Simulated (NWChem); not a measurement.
fluoroethane (C$_{2}$H$_{5}$F); SMILES FCC

Computed with NWChem. Pople sets run with spherical d functions. Each level has its own optimisation. Entropies are gas-phase, rigid-rotor, harmonic values for NWChem's default masses at 298.15 K and 1 bar, so the errors hold that model's part too (torsions, anharmonicity).

Measured entropy at 1 bar: 63.2 cal/(mol K) (CRC Handbook, as tabulated in the package chemicals).

```json
[
 {"level": "Hartree-Fock/3-21G", "entropy at 1 bar (cal/(mol K))": "62.8", "computed − measured": "-0.4"},
 {"level": "Hartree-Fock/6-31G*", "entropy at 1 bar (cal/(mol K))": "62.6", "computed − measured": "-0.6"},
 {"level": "B3LYP/6-31G*", "entropy at 1 bar (cal/(mol K))": "62.9", "computed − measured": "-0.3"},
 {"level": "LDA (Slater exchange, VWN5)/def2-SVP", "entropy at 1 bar (cal/(mol K))": "63.0", "computed − measured": "-0.2"},
 {"level": "PBE/def2-SVP", "entropy at 1 bar (cal/(mol K))": "63.1", "computed − measured": "-0.1"},
 {"level": "BLYP/def2-SVP", "entropy at 1 bar (cal/(mol K))": "63.2", "computed − measured": "0.0"},
 {"level": "PBE0/def2-SVP", "entropy at 1 bar (cal/(mol K))": "62.9", "computed − measured": "-0.3"}
]
```
